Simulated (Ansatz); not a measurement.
Calculated with Ansatz (gas phase, PBE0-D4/def2-TZVP geometries, no zero-point term in ΔE). CCSD(T)/CBS is the MP2 limit (def2-TZVPP, def2-QZVPP) plus CCSD(T) − MP2 in def2-TZVPP, frozen cores. This one scheme is used for every species. DFT in def2-TZVPP. B3LYP here is the variant with VWN-RPA as its local correlation; programs differ in this. HSE06 is defined as in plane-wave codes. Each species was taken in one conformer, which may not be the lowest.

Reaction (ligand exchange at a B–C bond): `CBCO` + dimethylamine → `CBN(C)C` + CH₃OH

`CBCO`:

```xyz
11

C    -1.031   -1.228    0.104
B    -0.351    0.154    0.321
C     0.966    0.548   -0.402
O     1.524    1.823   -0.149
H    -2.062   -1.083   -0.243
H    -0.519   -1.893   -0.594
H    -1.133   -1.743    1.067
H    -0.859    0.947    1.076
H     0.794    0.433   -1.487
H     1.715   -0.231   -0.173
H     0.955    2.273    0.479
```

`CNC`:

Z-matrix (Å, degrees):
```
C
N 1 1.445
H 1 1.094 2 109.4
H 1 1.092 2 110.0 3 117.9
H 1 1.104 2 114.0 3 -120.2
C 2 1.445 1 112.8 3 65.3
H 2 1.011 1 109.8 3 -171.9
H 6 1.104 2 114.0 1 54.9
H 6 1.094 2 109.4 1 -65.3
H 6 1.092 2 110.0 1 176.8
```

`CBN(C)C`:

Z-matrix (Å, degrees):
```
C
B 1 1.570
H 1 1.092 2 116.7
H 1 1.096 2 109.5 3 122.6
H 1 1.096 2 109.5 3 -122.6
N 2 1.395 1 125.7 3 0.3
H 2 1.204 1 118.8 3 -179.8
C 6 1.444 2 125.5 1 0.0
C 6 1.445 2 122.2 1 -180.0
H 8 1.087 6 110.9 2 0.0
H 8 1.097 6 110.8 2 120.4
H 8 1.097 6 110.8 2 -120.4
H 9 1.089 6 109.8 2 -0.0
H 9 1.097 6 111.0 2 120.3
H 9 1.097 6 111.0 2 -120.3
```

CH₃OH:

Cartesian coordinates in Å:
```
C -0.175 -0.308 -0.036
O 0.708 0.732 -0.389
H -0.146 -1.040 -0.844
H -1.209 0.040 0.071
H 0.124 -0.813 0.891
H 0.698 1.390 0.308
```

Task: Is it downhill or uphill in electronic energy at CCSD(T)/CBS, and by how much? (Estimate.)

Result: The calculation gave: Downhill: ΔE = -149.8 kJ/mol.

Task: What do these levels give: BLYP-D4, B97M-V, HSE06-D4, PBE, BLYP, B3LYP, r2SCAN0, LC-ωPBE, CCSD(T)/def2-SVP, SCS-MP2/def2-TZVPP, HF/def2-QZVPP, SCS-MP2/def2-QZVPP? (An estimate is asked.)

Result: Ansatz gave: BLYP-D4 -148.6, B97M-V -141.6, HSE06-D4 -144.2, PBE -141.0, BLYP -141.9, B3LYP -143.0, r2SCAN0 -143.5, LC-ωPBE -141.2, CCSD(T)/def2-SVP -166.1, SCS-MP2/def2-TZVPP -153.4, HF/def2-QZVPP -136.7, SCS-MP2/def2-QZVPP -151.9 kJ/mol.

Largest T1 diagnostic among the species: 0.012.

Leaving LDA and LC-ωPBE aside and taking each functional with its dispersion term where it has one, the values spread over 7.0 kJ/mol, from BLYP-D4 to B97M-V. LDA lies −10.5 kJ/mol from PBE without D4. At CCSD(T), def2-SVP lies −16.3 kJ/mol from the extrapolated value and def2-TZVPP −2.4 kJ/mol. In def2-TZVPP, CCSD(T) changes the Hartree–Fock value by −15.4 kJ/mol (the triples alone add −3.2 kJ/mol) and MP2 by −19.1 kJ/mol.
